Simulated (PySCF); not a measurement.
Z-matrix (Å, degrees):
```
C
C 1 1.3780
C 1 1.3780 2 124.77
H 3 1.0820 1 121.51 2 -179.99
H 2 1.0820 1 121.51 3 180.00
H 3 1.0843 4 117.60 1 180.00
H 2 1.0843 5 117.60 1 -179.99
H 1 1.0878 2 117.62 5 0.01
```
Charge 0, spin multiplicity 2.

**Question.** Estimate the dipole moment, highest occupied spin orbital and total energy that PySCF with PBE0-D4/def2-TZVP returns for this input.

**Answer.** 
```yaml
dipole_moment: 0.06 D
highest_occupied_spin_orbital: -5.89 eV
total_energy: -117.1552 Ha
```
